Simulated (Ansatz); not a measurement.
Wavefunction ladder for CH7AlO4 (`C[OH+][Al-]([OH])([OH])[OH]`)

```xyz
13

C    -0.732    0.598    1.683
O     0.118   -0.321    0.986
Al    0.414   -0.202   -0.933
O    -1.021    0.601   -1.429
O     0.433   -1.929   -0.971
O     1.839    0.710   -1.180
H    -0.797    0.306    2.732
H    -1.717    0.634    1.218
H    -0.260    1.574    1.606
H    -0.177   -1.237    1.087
H    -0.955    1.397   -1.952
H     0.154   -2.436   -1.729
H     2.702    0.306   -1.117
```

Total charge 0; spin multiplicity 1. The structure was optimised at the PBE0-D4/def2-TZVP level. It is one conformer, not always the lowest. Frozen core, restricted reference, the Gaussian-basis code of Ansatz. CBS rows extrapolate triple and quadruple zeta; past MP2 they add the triple-zeta difference.

```csv
basis,HF (Eh),MP2 corr.
def2-SVP,-583.16567,-0.96547
def2-TZVPP,-583.68380,-1.23498
def2-QZVPP,-583.70867,-1.33355
```

(1) Estimate the CCSD correlation energy and the (T) correction in each basis where they were run (hartree).

Answers

(1) 
```
     basis  CCSD corr.       (T)
  def2-SVP    -1.00527  -0.01999
def2-TZVPP    -1.26011  -0.04274
 CBS(def2)    -1.43168     as TZ
```
